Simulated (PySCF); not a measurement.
Two species compared at the same levels of theory.

First species: C6H11FSi.
Numbering: `[CH2:1]=[CH:2][CH2:3][Si:4]1([CH2:5][F:6])[CH2:7][CH2:8]1` (hydrogens: H9, H10 on C1; H11 on C2; H12, H13 on C3; H14, H15 on C5; H16, H17 on C7; H18, H19 on C8)

Second species: C₅H₉FN₂Si.
SMILES: `CCn1nc(F)cc1[SiH3]`

Levels: PBE0/pcSseg-1 for dipole moment, HOMO energy, LUMO energy and HOMO–LUMO gap; GFN2-xTB for rotational constant A and rotational constant C. Geometries: GFN2-xTB. Each species is one conformer at its optimised geometry, gas phase, non-relativistic unless stated. Electronic properties by PySCF.

Dipoles, sizes and rotational constants follow the conformer. The torsions of the flexible species, by atom-mapped SMILES:
- `[CH2:1]=[CH:2][CH2:3][Si:4]1([CH2:5][F:6])[CH2:7][CH2:8]1`: C1–C2–C3–Si4 104°, C2–C3–Si4–C5 175°, C3–Si4–C5–F6 45°
- `[CH3:1][CH2:2][n:3]1[n:4][c:5]([F:6])[cH:7][c:8]1[SiH3:9]`: C1–C2–N3–N4 -86°

**Question.** Which of the two has the higher rotational constant A, and by how much?

**Answer.** The first: 2.183 GHz against 1.851 GHz, a difference of 0.332 GHz.

**Question.** Which has the higher rotational constant C?

**Answer.** The first: 0.843 GHz against 0.729 GHz, a difference of 0.114 GHz.

**Question.** Which has the higher dipole moment?

**Answer.** The second: 3.54 D against 1.37 D, a difference of 2.17 D.

**Question.** Which of the two has the higher HOMO energy, and by how much?

**Answer.** The first: -6.78 eV against -7.15 eV, a difference of 0.37 eV.

**Question.** Which of the two has the higher LUMO energy, and by how much?

**Answer.** The first: 0.11 eV against -0.31 eV, a difference of 0.42 eV.

On the first: In atomic units the dipole is 0.54 e·bohr (1 au = 2.5417 D).

On the second: In atomic units the dipole is 1.39 e·bohr (1 au = 2.5417 D). A dipole of 3.54 D is allowed in C1, and pure rotational transitions are dipole-allowed.
